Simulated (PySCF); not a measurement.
A species of formula C7H13NS has this rotational fingerprint, computed with PBE0-D3(BJ)/def2-SVP geometry optimisation, gas phase in PySCF:

| Item | Value |
| --- | --- |
| Rotational constants | A = 2873, B = 680.8, C = 606.2 MHz |
| Dipole components | \|μa\| = 2.01 D, \|μb\| = 3.93 D, \|μc\| = 0.04 D |
| Inertial defect | -84.49 u·Å² |
| κ | -0.93 |

Question: Which candidate fits, each taken in the one conformer that was computed?
A. `[CH3:1][C:2](=[S:3])[NH:4][C@H:5]1[CH2:6][C@H:7]([CH3:8])[CH2:9]1` with C1–C2–N4–C5 -179°, C2–N4–C5–C6 136°, N4–C5–C6–C7 142°, C5–C6–C7–C8 97°, C6–C7–C9–C5 19°, N4–C5–C9–C7 -141°
B. `[CH3:1][CH2:2][C:3]([CH3:4])([CH3:5])[C@H:6]([SH:7])[C:8]#[N:9]` with C1–C2–C3–C4 -64°, C2–C3–C6–S7 180°, C3–C6–S7–H -75°

Answer: A. It is CC(=S)N[C@H]1C[C@H](C)C1, a near-prolate asymmetric top, point group C1. The candidates at the same level (rigid rotor, commonest isotopes):

```
                  SMILES  A (MHz)  B (MHz)  C (MHz)  μa (D)  μb (D)  μc (D)  Δ (u·Å²)  point group                        rotor
CC(=S)N[C@H]1C[C@H](C)C1     2873    680.8    606.2    2.01    3.93    0.04    -84.49           C1  near-prolate asymmetric top
    CCC(C)(C)[C@H](S)C#N     1566     1169    899.8    1.48    2.94    0.07   -193.52           C1               asymmetric top
```

`CCC(C)(C)[C@H](S)C#N` has B 72 % too high. No structure here is proved a minimum.
